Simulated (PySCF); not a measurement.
**AlBH4O5**

The system: AlBH4O5, a molecule drawn as a unit of a network glass or zeolite (built as: Al B3, H ends, O bridges); neutral, singlet. The structure, one conformer, was relaxed in the gas phase by PBE0-D3(BJ)/def2-SVP. No frequency run checks that it is a minimum.

SMILES: OB1[O][Al-]([OH])([OH])[OH+]1

```xyz
11

O    -0.699    0.784   -2.473
B    -0.242    0.328   -1.287
O     0.480   -0.735   -0.950
Al    0.314   -0.471    0.828
O    -0.952   -1.289    1.622
O     1.697   -0.067    1.739
O    -0.549    1.064   -0.092
H    -0.455    0.193   -3.193
H    -0.839   -1.656    2.499
H     2.554    0.132    1.362
H    -1.278    1.689   -0.044
```
Atoms count from 1 in this order.

Shieldings: GIAO PBE0/pcSseg-1. Shifts are against computed references at the same level: H TMS (σ 31.27 ppm). Core levels by delta-SCF with SCAN, pcX-2 on the ionised atom and pcseg-1 elsewhere, spin-free X2C (2p3/2 is the spin-free 2p value less a third of a first-order spin-orbit splitting); from the vacuum level, for chosen atoms.

(1) Give the shieldings and core levels atom by atom.

(2) Which of O1, O3, O7 holds its core electrons tightest, and by how much against the loosest?

(3) By CAM-B3LYP/def2-SVPD (TDDFT singlets, Tamm-Dancoff triplets, ionisation by delta-SCF), where does absorption start, and what does vertical ionisation take?

Results:

(1) 
| atoms | bonded to | σ (ppm) | δ (ppm) | core level (eV) |
| --- | --- | --- | --- | --- |
| O1 | 1 B + 1 H | 253.1 | - | 1s 539.88 |
| B2 | 3 O | 82.4 | - | 1s 198.90 |
| O3 | 1 Al + 1 B | 200.5 | - | 1s 537.84 |
| Al4 | 4 O | 494.5 | - | 2p3/2 80.68 |
| O5 | 1 Al + 1 H | 332.1 | - | - |
| O6 | 1 Al + 1 H | 326.6 | - | - |
| O7 | 1 Al + 1 B + 1 H | 260.1 | - | 1s 540.59 |
| H8 | 1 O | 27.67 | 3.60 | - |
| H9 | 1 O | 30.42 | 0.85 | - |
| H10 | 1 O | 30.42 | 0.85 | - |
| H11 | 1 O | 27.51 | 3.75 | - |

Values are those of this one static structure; atoms that internal rotation interchanges would show their mean in an NMR spectrum.

(2) O7 (bonded to 1 Al + 1 B + 1 H), by 2.75 eV over O3 (bonded to 1 Al + 1 B).

(3) The lowest singlet lies at 7.20 eV (f 0.005), the strongest of the first 6 at 7.79 eV (f 0.080), the lowest triplet at 6.92 eV; vertical ionisation takes 11.19 eV.
